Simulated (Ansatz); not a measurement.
Species: C3H5F, charge 0, singlet. C3H5F ((Z)-1-fluoroprop-1-ene, SMILES C/C=C\F).
B3LYP-D3(BJ)/def2-TZVP minimum from Ansatz (a quantum-chemistry and plane-wave program):
```xyz
9

C     -1.5300     0.1624     0.3796
C     -0.4336    -0.7559    -0.0548
C      0.8233    -0.4119    -0.2699
F      1.2630     0.8584    -0.1124
H     -1.1701     1.1820     0.5044
H     -1.9606    -0.1688     1.3281
H     -2.3415     0.1715    -0.3528
H     -0.6694    -1.8018    -0.2131
H      1.6165    -1.0760    -0.5841
```

Atomisation energy term by term, kcal/mol (programs: Ansatz). Radicals and triplets start from unrestricted determinants; spin-orbit coupling is neglected. Cores are frozen in correlated methods. Rows without X2C or -DK are non-relativistic. CBS(X,Y): correlation extrapolated as X^-3, Hartree-Fock from the larger set. A bracket is a step between two methods taken in the basis named. 'core' is core correlation in cc-pwCVTZ, 'X2C' scalar relativity in cc-pVTZ-DK, both at CCSD(T). Where a partner has so few electrons that a lower coupled-cluster level is exact, that level stands in.

```tsv
term	basis	kcal/mol
Hartree-Fock	cc-pVQZ	645.03
CCSD correlation	CBS(cc-pVTZ,cc-pVQZ)	208.71
(T)	CBS(cc-pVTZ,cc-pVQZ)	14.24
CCSDT(Q) - CCSD(T)	cc-pVDZ	0.69
core correlation	cc-pwCVTZ	3.54
scalar relativity	X2C, cc-pVTZ-DK	-0.71
sum: De		871.5
```
